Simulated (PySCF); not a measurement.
C2H7GeNS.
Atom-mapped SMILES: `[CH3:1][C:2](=[S:3])[GeH2:4][NH2:5]` (hydrogens: H6, H7, H8 on C1; H9, H10 on Ge4; H11, H12 on N5)

A GFN2-xTB structure was refined with PySCF, PBE0-D3(BJ)/def2-SVP geometry optimisation, gas phase. Its GFN2-xTB values:

```
  coordinate  GFN2-xTB
       C1–C2   1.459 Å
       C1–H6   1.076 Å
       C2=S3   1.634 Å
      C2–Ge4   2.012 Å
      Ge4–N5   1.801 Å
      Ge4–H9   1.513 Å
     Ge4–H10   1.494 Å
      N5–H11   0.998 Å
    C1–C2–S3    122.3°
   C1–C2–Ge4    117.4°
   C2–Ge4–N5    104.7°
   S3–C2–Ge4    120.3°
C1–C2–Ge4–N5      -54°
```

**Question.** How do these coordinates change at the PBE0-D3(BJ)/def2-SVP level?

**Answer.** 
```
  coordinate  PBE0-D3(BJ)/def2-SVP (Å or °)  change
     Ge4–H10                          1.541  +0.047
      Ge4–N5                          1.842  +0.041
      C2–Ge4                          1.974  -0.038
       C1–C2                          1.490  +0.031
       C1–H6                          1.106  +0.030
      Ge4–H9                          1.541  +0.028
      N5–H11                          1.016  +0.018
       C2=S3                          1.625  -0.009
   C2–Ge4–N5                          107.9    +3.2
    C1–C2–S3                          124.2    +1.9
   S3–C2–Ge4                          118.4    -1.9
   C1–C2–Ge4                          117.4     0.0
C1–C2–Ge4–N5                            -27     +27
```

The energy falls by 0.136 eV over 16 energy and gradient evaluations, the largest force component goes from 0.0255 to 3.6e-04 Eh/bohr, and the atoms move by 0.354 Å rms after alignment. The bond that changes most is Ge4–H10 (ends: germanium bonded to C, N and 2 H; Ge–H hydrogen), which lengthens by 0.047 Å. Bonds longer at the end by more than 0.005 Å: 6 of 11; shorter: 4. Among the dihedrals that turn most is S3–C2–Ge4–H9, from -121° to -90°. Rotational constants go from 4419, 1486, 1264 to 4617, 1537, 1216 MHz.

The run used 127 basis functions and 114 SCF cycles in all. On Arm Neoverse V1, one thread, shared host, this took 1.8 min wall and 0.53 GiB of memory at its peak.

Stationary, but not proved a minimum. The numbers are those of one conformer.
